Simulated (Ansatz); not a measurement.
Compare A (`C/C(I)=C\F`) with its isomer B (`FC1(I)CC1`).

Gas-phase electronic energies from Ansatz, PBE0-D4/def2-TZVP geometries. CCSD(T)/CBS is the MP2 limit (def2-TZVPP, def2-QZVPP) plus CCSD(T) − MP2 in def2-TZVPP, frozen cores. DFT in def2-TZVPP. B3LYP here is the variant with VWN-RPA as its local correlation; programs differ in this. def2 core potentials past Kr. For I outer-core shells are correlated without core-valence functions, which leaves a few kJ/mol of doubt a bond.

Task: Which isomer does CCSD(T)/CBS put lower? Give the gap. (Estimate.)

Result: The calculation gave: A, by 47.7 kJ/mol.

Task: Give E(B) − E(A) in kJ/mol with BLYP-D4, B3LYP, MP2/def2-TZVPP, ωB97M-V, LDA (SPW92), CCSD(T)/def2-TZVPP, PBE0-D4. (Estimate.)

Result: Ansatz gave: BLYP-D4 58.8, B3LYP 51.6, MP2/def2-TZVPP 41.3, ωB97M-V 38.5, LDA (SPW92) 27.4, CCSD(T)/def2-TZVPP 47.7, PBE0-D4 33.8. None reverses the order clearly.

Task: Does the order hold for the free energy at 298.15 K (harmonic terms from PBE0-D4)? (An estimate is asked.)

Result: Ansatz gave: Yes: G(B) − G(A) = +51.9 kJ/mol.

Largest T1 diagnostic: 0.010.

From PBE to PBE0 (25 % exact exchange), in def2-TZVPP and without D4, E(B) − E(A) moves by −6.0 kJ/mol. Leaving LDA and LC-ωPBE aside and taking each functional with its dispersion term where it has one, the values, not all of them listed here, spread over 27.4 kJ/mol, from ωB97X-V to BLYP-D4. LDA lies −12.1 kJ/mol from PBE without D4.
